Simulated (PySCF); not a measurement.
Compound: C₆H₉NS.
SMILES: `C[C@@H]1CC[C@H](C#N)S1`

All values: wB97X-D/def2-SVPD (PySCF, non-relativistic), on one gas-phase PBE0-D3(BJ)/def2-SVP geometry that isn't relaxed in the solvent. The solvent is an IEF-PCM continuum (van der Waals radii × 1.2), and excitations are vertical TDDFT with non-equilibrium linear response and a frozen core. The model holds no explicit solvent molecules, cavitation or dispersion.

Gas-phase singlets (H = HOMO, L = LUMO):

```json
{"state": "S1", "E (eV)": "5.126", "λ (nm)": "242", "f": "0.001", "leading configurations": "H→L 86%"}
{"state": "S2", "E (eV)": "6.347", "λ (nm)": "195", "f": "0.018", "leading configurations": "H→L+2 83%"}
{"state": "S3", "E (eV)": "6.395", "λ (nm)": "194", "f": "0.021", "leading configurations": "H→L+1 89%"}
{"state": "S4", "E (eV)": "7.244", "λ (nm)": "171", "f": "0.013", "leading configurations": "H→L+3 56%, H→L+6 19%"}
{"state": "S5", "E (eV)": "7.465", "λ (nm)": "166", "f": "0.007", "leading configurations": "H-2→L 13%, H-3→L 13%"}
```

Task: Give the list for chloroform (ε = 4.711), n² = 2.09.

Result: 
| state | E (eV) | λ (nm) | f | leading configurations | change by rank (eV) |
| --- | --- | --- | --- | --- | --- |
| S1 | 5.147 | 241 | 0.003 | H→L 85% | +0.021 |
| S2 | 6.304 | 197 | 0.031 | H→L+2 72%, H→L 10% | -0.043 |
| S3 | 6.447 | 192 | 0.026 | H→L+1 84%, H→L+2 9% | +0.052 |
| S4 | 7.187 | 173 | 0.027 | H→L+3 73%, H→L+6 10% | -0.057 |
| S5 | 7.489 | 166 | 0.027 | H→L+4 27%, H→L+5 24% | +0.024 |

Task: Give the list for acetonitrile (ε = 35.69), n² = 1.81.

Result: 
```json
{"state": "S1", "E (eV)": "5.165", "λ (nm)": "240", "f": "0.003", "leading configurations": "H→L 84%", "change by rank (eV)": "+0.039"}
{"state": "S2", "E (eV)": "6.300", "λ (nm)": "197", "f": "0.029", "leading configurations": "H→L+2 69%, H→L 11%", "change by rank (eV)": "-0.047"}
{"state": "S3", "E (eV)": "6.480", "λ (nm)": "191", "f": "0.025", "leading configurations": "H→L+1 82%, H→L+2 12%", "change by rank (eV)": "+0.085"}
{"state": "S4", "E (eV)": "7.158", "λ (nm)": "173", "f": "0.031", "leading configurations": "H→L+3 77%", "change by rank (eV)": "-0.086"}
{"state": "S5", "E (eV)": "7.500", "λ (nm)": "165", "f": "0.030", "leading configurations": "H→L+5 36%, H→L+4 20%", "change by rank (eV)": "+0.035"}
```

Task: The ground-state energy changes by -0.359 eV from gas to acetonitrile. By how much does the total energy of gas-phase S1 change?

Result: E(S1) = E(S0) + excitation energy, so it changes by -0.359 + 0.039 = -0.320 eV: it is lowered less than the ground state, which is what a blue shift means. This is the vertical state, with the slow part of the continuum still set for S0.

Task: How do the frontier levels move from gas to acetonitrile?

Result: 
```csv
orbital,gas (eV),solvent (eV),change (eV)
LUMO+2,2.10,2.11,+0.01
LUMO+1,1.77,1.99,+0.22
LUMO,1.46,1.48,+0.02
HOMO,-8.78,-8.74,+0.04
HOMO-1,-10.93,-10.82,+0.11
HOMO-2,-11.22,-11.20,+0.02
HOMO-3,-11.41,-11.54,-0.13
```

The HOMO–LUMO gap goes from 10.24 to 10.22 eV. Rows go by rank; for LUMO, LUMO+1 and LUMO+2 the atom shares or the degeneracy differ between the runs, so the row needn't follow one orbital.

wB97X-D is run here without its empirical dispersion term; that term would change no orbital, density or response property at a fixed geometry.
